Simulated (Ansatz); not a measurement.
Start from `C[Se]B(F)Cl` and change one atom or group to get `FB(S)Cl`.

Ansatz, PBE0-D4/def2-TZVP geometries, multiplicity 1. Each molecule was computed in one conformer, which needn't be the lowest.

Scalar relativity is left out up to krypton.

```json
{"property": "HOMO energy (ωB97M-V/def2-TZVPP) / eV", "`C[Se]B(F)Cl`": "-9.44"}
{"property": "zero-point energy (PBE0-D4/def2-TZVP) / kJ/mol", "`C[Se]B(F)Cl`": "121.6"}
{"property": "HOMO energy (B3LYP/def2-TZVPP) / eV", "`C[Se]B(F)Cl`": "-7.09"}
{"property": "ideal-gas entropy at 298 K and 1 bar (rigid rotor, harmonic PBE0-D4/def2-TZVP) / J/(mol·K)", "`C[Se]B(F)Cl`": "352"}
{"property": "HOMO–LUMO gap (B3LYP/def2-TZVPP) / eV", "`C[Se]B(F)Cl`": "6.28"}
{"property": "LUMO energy (PBE/def2-TZVPP) / eV", "`C[Se]B(F)Cl`": "-1.53"}
```

Problem. What does the change do to each property? (Estimate.)

Solution. Ansatz gave: 
```csv
property,`FB(S)Cl`,shift
HOMO energy (ωB97M-V/def2-TZVPP) / eV,-10.55,-1.11
zero-point energy (PBE0-D4/def2-TZVP) / kJ/mol,47.2,-74.4
HOMO energy (B3LYP/def2-TZVPP) / eV,-8.12,-1.03
"ideal-gas entropy at 298 K and 1 bar (rigid rotor, harmonic PBE0-D4/def2-TZVP) / J/(mol·K)",300,-52
HOMO–LUMO gap (B3LYP/def2-TZVPP) / eV,7.27,0.99
LUMO energy (PBE/def2-TZVPP) / eV,-1.62,-0.09
```

The zero-point energy changes by -74.4 kJ/mol with -9 modes.

B3LYP here is the variant with VWN-RPA as its local correlation; programs differ in this.

Spin–orbit coupling is left out; it splits and shifts lone-pair levels of the heavy atoms by tenths of an eV.
